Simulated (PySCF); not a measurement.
[MoF3]+ (triplet). All numbers come from UPBE0 in PySCF with Mo def2-TZVP with ECP28, F def2-TZVP; scalar-relativistic core potentials, no spin–orbit coupling; density-fitted integrals.

Harmonic bands of its minimum:

| ω (cm⁻¹) | IR (km/mol) |
| --- | --- |
| 71 | 34.5 |
| 72 | 26.9 |
| 197 | 6.2 |
| 734 | 210 |
| 789 | 0.2 |
| 846 | 221 |

**Question.** The central atom is Mo. Infer the point group and assign the bands.

**Answer.** C2v. The modes span 2b2 + b1 + 3a1: 71 b2, 72 b1, 197 a1, 734 b2, 789 a1, 846 a1. The computed geometry has Mo–F 1.758 Å, Mo–F 1.780 Å (×2); F–Mo–F 105.8°, F–Mo–F 127.1° (×2).

This need not be the most stable arrangement of these atoms. Other spin states or occupations of the open shell can lie lower.
